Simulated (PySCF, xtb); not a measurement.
CAuO, SMILES [O+]#[C-]->[Au] (connectivity only; charge and spin as stated), neutral, multiplicity 2.

Harmonic wavenumbers (cm⁻¹) from GFN2-xTB (xtb) at its own minimum, in rising order: 241, 413, 1901.

Question: What does B3LYP-D3(BJ)/def2-TZVP (PySCF 2.14.0) give at its own minimum? (An estimate is asked for; the answer gives what the named calculation found.)

Answer: 229, 358, 2073. Paired by order, the mean absolute difference is 80 cm⁻¹ and the zero-point energies are 3.7 and 3.8 kcal/mol.
